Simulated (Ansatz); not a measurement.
`[F][Al]([F])[SiH3]` and `[F][Al]([F])[Br]` differ in one atom or group.

Ansatz, PBE0-D4/def2-TZVP geometries, multiplicity 1. 

Scalar relativity is left out up to krypton.

```
                                        property  `[F][Al]([F])[SiH3]`
size of the dipole moment (B3LYP/def2-TZVPP) / D                  1.81
               HOMO energy (PBE/def2-TZVPP) / eV                 -7.51
           HOMO–LUMO gap (B3LYP/def2-TZVPP) / eV                  6.82
  size of the dipole moment (PBE/def2-TZVPP) / D                  1.76
              HOMO energy (PBE0/def2-TZVPP) / eV                 -8.68
           HOMO energy (ωB97M-V/def2-TZVPP) / eV                -10.70
```

Problem. What does the change do to each property? (Best estimate.)

Solution. Ansatz gave: 
```
                                        property  `[F][Al]([F])[Br]`  shift
size of the dipole moment (B3LYP/def2-TZVPP) / D                0.67  -1.14
               HOMO energy (PBE/def2-TZVPP) / eV               -7.91  -0.40
           HOMO–LUMO gap (B3LYP/def2-TZVPP) / eV                7.16   0.34
  size of the dipole moment (PBE/def2-TZVPP) / D                0.67  -1.09
              HOMO energy (PBE0/def2-TZVPP) / eV               -9.25  -0.57
           HOMO energy (ωB97M-V/def2-TZVPP) / eV              -11.48  -0.78
```

Dipoles are sizes alone; their direction can turn.

B3LYP here is the variant with VWN-RPA as its local correlation; programs differ in this.

Spin–orbit coupling is left out; it splits and shifts lone-pair levels of the heavy atoms by tenths of an eV.
